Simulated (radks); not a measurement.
Question: The mean radii <r> (bohr) of the occupied orbitals of an atom or ion are listed with their occupations. All-electron calculation, non-relativistic Kohn-Sham, PBE, spin-unpolarised, spherical densities, point nucleus. Program: a radial shooting solver on a logarithmic mesh with Libxc functionals.

orbital  occ.     <r>
1s          2  0.1205
2s          2  0.6276
2p          6  0.6034
3s          2   2.381

Name the element and its charge.

Answer: Z = 13, aluminium, charge +1: Al+ in [Ne] 3s2. The 1s radius gives Z: for a bare nucleus <r> = 1.5/Z, 0.1154 bohr for Z = 13, and screening makes it slightly larger (0.1205 here). The occupations add up to 12, and the charge is Z minus that.
